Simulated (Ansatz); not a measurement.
Basis-set series for `C[S][In]([CH3])[SiH2][InH2]`. Charge 0, multiplicity 1. In: def2 effective core potential. The geometry is a stationary point of PBE0-D4/def2-TZVP. It is one conformer, not always the lowest.

```json
{"functional": "PBE0-D4", "basis": "def2-TZVPP", "functions": "386", "energy (Eh)": "-1149.90581", "HOMO (eV)": "-6.82", "LUMO (eV)": "-1.85"}
{"functional": "PBE0-D4", "basis": "def2-QZVPP", "functions": "718", "energy (Eh)": "-1149.93520", "HOMO (eV)": "-6.83", "LUMO (eV)": "-1.86"}
{"functional": "ωB97M-V", "basis": "def2-TZVPP", "functions": "386", "energy (Eh)": "-1150.04144", "HOMO (eV)": "-8.71", "LUMO (eV)": "-0.32"}
{"functional": "ωB97M-V", "basis": "def2-QZVPP", "functions": "718", "energy (Eh)": "-1150.07015", "HOMO (eV)": "-8.72", "LUMO (eV)": "-0.35"}
```

Task: Give the rows for def2-SVP. (An estimate is asked.)

Result: Ansatz gave: 
```tsv
functional	basis	functions	energy (Eh)	HOMO (eV)	LUMO (eV)
PBE0-D4	def2-SVP	166	-1149.56060	-6.73	-1.78
ωB97M-V	def2-SVP	166	-1149.68842	-8.67	-0.17
```
